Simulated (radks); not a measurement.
Problem. All-electron atom: As15+ in [Ar]. Calculated with a radial shooting solver on a logarithmic mesh with Libxc functionals: Dirac Kohn-Sham, PBE, spin-unpolarised, spherical densities, finite nucleus; Fermi nuclear charge, rms radius 4.0968 fm. Some entries of the table are withheld. Estimate them.

orbital,occ.,eigenvalue (hartree),r(max) (bohr)
1s1/2,2,-449.4656,(1)
2s1/2,2,-73.73531,0.1699
2p1/2,2,-67.96624,(2)
2p3/2,4,-66.61581,(3)
3s1/2,2,-23.06471,0.4894
3p1/2,2,-21.11814,0.4745
3p3/2,4,-20.85620,0.4807

Solution. 
(1) 1s1/2 r(max) (bohr): 0.02974
(2) 2p1/2 r(max) (bohr): 0.1342
(3) 2p3/2 r(max) (bohr): 0.1372
